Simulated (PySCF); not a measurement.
AgF, triplet, at a GFN2-xTB geometry (such geometries of metal compounds can be far from the true shape) (the multiplicity is a formal guess) (core potentials on Ag); CASCI(4,4)/def2-SVP in PySCF.

Input for PySCF:
```python
from pyscf import gto, scf, mcscf
import numpy

mol = gto.Mole()
mol.atom = '''
    Ag   -0.000000   -0.000000   -0.331953
    F     0.000000    0.000000    1.733533
'''
mol.basis = 'def2-svp'
mol.ecp = {'Ag': 'def2-svp'}
mol.charge = 0
mol.spin = 2
mol.verbose = 4
mol.build()

mf = scf.ROHF(mol)
mf.kernel()
mc = mcscf.CASCI(mf, 4, 4)
mc.fix_spin_(ss=2.0)
mc.kernel()
occ = numpy.linalg.eigvalsh(mc.fcisolver.make_rdm1(mc.ci, mc.ncas, mc.nelecas))[::-1]
ss = mc.fcisolver.spin_square(mc.ci, mc.ncas, mc.nelecas)[0]
print('natural occupations', occ.round(4), ' <S^2>', round(ss, 4))
```

Output, abridged:

```
PySCF version 2.14.0

[INPUT] verbose = 4
[INPUT] num. atoms = 2
[INPUT] num. electrons = 28
[INPUT] charge = 0
[INPUT] spin (= nelec alpha-beta = 2S) = 2
[INPUT] symmetry False subgroup None
[INPUT] Mole.unit = angstrom
[INPUT] Symbol           X                Y                Z      unit          X                Y                Z       unit  Magmom
[INPUT]  1 Ag     0.000000000000   0.000000000000  -0.331953000000 AA    0.000000000000   0.000000000000  -0.627300256228 Bohr   0.0
[INPUT]  2 F      0.000000000000   0.000000000000   1.733533000000 AA    0.000000000000   0.000000000000   3.275902597896 Bohr   0.0

nuclear repulsion = 43.8101749744709
number of shells = 17
number of NR pGTOs = 81
number of NR cGTOs = 45
basis = def2-svp
ecp = {'Ag': 'def2-svp'}

******** <class 'pyscf.scf.rohf.ROHF'> ********
method = ROHF
initial guess = minao
damping factor = 0
level_shift factor = 0
DIIS = <class 'pyscf.scf.diis.CDIIS'>
diis_start_cycle = 1
diis_space = 8
diis_damp = 0
SCF conv_tol = 1e-09
SCF conv_tol_grad = None
SCF max_cycles = 50
direct_scf = True
direct_scf_tol = 1e-13
num. doubly occ = 13  num. singly occ = 2
Set gradient conv threshold to 3.16228e-05
init E= -232.188615923326
  HOMO = -0.606961921919456  LUMO = -0.312242570103038  gap/eV = 8.01972
cycle= 1 E= -244.944691730455  delta_E= -12.8  |g|= 1.22  |ddm|= 2.42
  HOMO = 0.00684980572749083  LUMO = 0.0975429694679848  gap/eV = 2.46789
cycle= 2 E= -244.65452095056  delta_E= 0.29  |g|= 1.74  |ddm|= 2.61
  HOMO = -0.0945161010679101  LUMO = 0.0658163065072905  gap/eV = 4.36287
cycle= 3 E= -245.27974699869  delta_E= -0.625  |g|= 0.46  |ddm|= 1.54
  HOMO = -0.0954132475909262  LUMO = 0.0654517861013894  gap/eV = 4.37736
cycle= 4 E= -245.316605202435  delta_E= -0.0369  |g|= 0.186  |ddm|= 0.162
  HOMO = -0.0857615539396619  LUMO = 0.0678879865880019  gap/eV = 4.18102
cycle= 5 E= -245.323232869315  delta_E= -0.00663  |g|= 0.0872  |ddm|= 0.161
  HOMO = -0.0824303050769686  LUMO = 0.0692195624567059  gap/eV = 4.12660
cycle= 6 E= -245.323328840722  delta_E= -9.6e-05  |g|= 0.0468  |ddm|= 0.181
  HOMO = -0.0825395526937456  LUMO = 0.0693228811582036  gap/eV = 4.13239
cycle= 7 E= -245.325722419156  delta_E= -0.00239  |g|= 0.0157  |ddm|= 0.0721
  HOMO = -0.0829409375696528  LUMO = 0.0690778191872198  gap/eV = 4.13664
cycle= 8 E= -245.326006134738  delta_E= -0.000284  |g|= 0.0073  |ddm|= 0.0506
  HOMO = -0.0829783907263533  LUMO = 0.0690983877513245  gap/eV = 4.13822
cycle= 9 E= -245.32605551068  delta_E= -4.94e-05  |g|= 0.000683  |ddm|= 0.0138
  HOMO = -0.0829741996300584  LUMO = 0.0691003557286598  gap/eV = 4.13816
cycle= 10 E= -245.326055711865  delta_E= -2.01e-07  |g|= 0.000204  |ddm|= 0.00108
  HOMO = -0.0829589434464921  LUMO = 0.0691011803982617  gap/eV = 4.13777
cycle= 11 E= -245.326055777462  delta_E= -6.56e-08  |g|= 5.18e-05  |ddm|= 0.000601
  HOMO = -0.082962587844662  LUMO = 0.06909992244541  gap/eV = 4.13783
cycle= 12 E= -245.326055780655  delta_E= -3.19e-09  |g|= 2.66e-05  |ddm|= 0.00022
  HOMO = -0.0829640866181265  LUMO = 0.0690998016291251  gap/eV = 4.13787
cycle= 13 E= -245.326055781909  delta_E= -1.25e-09  |g|= 5.19e-06  |ddm|= 7.27e-05
  HOMO = -0.0829647465250929  LUMO = 0.0690997457474046  gap/eV = 4.13789
cycle= 14 E= -245.326055781934  delta_E= -2.49e-11  |g|= 2.64e-06  |ddm|= 2.03e-05
  HOMO = -0.0829645920212911  LUMO = 0.0690997368262906  gap/eV = 4.13788
Extra cycle  E= -245.326055781902  delta_E= 3.15e-11  |g|= 6.86e-06  |ddm|= 1.97e-05
converged SCF energy = -245.326055781902

******** <class 'pyscf.mcscf.casci.CASCI'> ********
CAS (3e+1e, 4o), ncore = 12, nvir = 29
natorb = False
canonicalization = True
sorting_mo_energy = False
******** <class 'pyscf.fci.addons.SpinPenaltyFCISolver'> ********
max. cycles = 200
conv_tol = 1e-08
davidson only = True
linear dependence = 1e-12
level shift = 0.001
max iter space = 12
nroots = 1
pspace_size = 400
spin = None
Density matrix diagonal elements [1.99982113e+00 1.00000406e+00 9.99842480e-01 3.32330125e-04]
CASCI converged
CASCI E = -245.326148975391  E(CI) = -4.16236569099101  S^2 = 2.0000000
natural occupations [1.9998e+00 1.0000e+00 9.9980e-01 3.0000e-04]  <S^2> 2.0
```
